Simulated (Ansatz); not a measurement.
Pulling on the O3–H4 bond in GeH2O (SMILES [OH][GeH]) (multiplicity 1 held, fragments rigid). Energies count from the point at 0.963 Å.
Geometry at that point (charge 0, multiplicity 1):
```xyz
4

Ge    -0.23528    -0.20096     0.24734
H     -1.41086    -0.03172    -0.85874
O      1.02523     0.68083    -0.68890
H      0.73803     1.01575    -1.54508
```

Restricted levels (R-, RO-) in cc, def2 and unpolarised 6-31G sets keep to the state of the molecule at rest. Unrestricted levels (U-) break spin symmetry where that is lower. Active spaces are followed from a long bond inwards. Levels need not reach the same state.

Cores are frozen in the correlated methods. Filled d and f shells under p-block atoms count as core.

The values were computed with Ansatz (Gaussian orbitals). 

Problem. Predict the energy at R = 3.082 Å from FIC-MRCISD on CASSCF(4,3)/cc-pVTZ.

Solution. 468 kJ/mol

Problem. What is the computed energy at R = 3.082 Å (U-wB97X-V/cc-pVTZ)?

Solution. 456 kJ/mol

Problem. Give the energy at R = 3.082 Å at the level R-wB97X-V/cc-pVTZ.

Solution. 720 kJ/mol

Doubts at one or more of the structures used: a restricted determinant that unrestricted orbitals would lower (R-wB97X-V/cc-pVTZ); a spin-contaminated determinant (U-wB97X-V/cc-pVTZ); active orbitals that take no part (FIC-MRCISD on CASSCF(4,3)/cc-pVTZ).

Ansatz is a quantum-chemistry and plane-wave program.
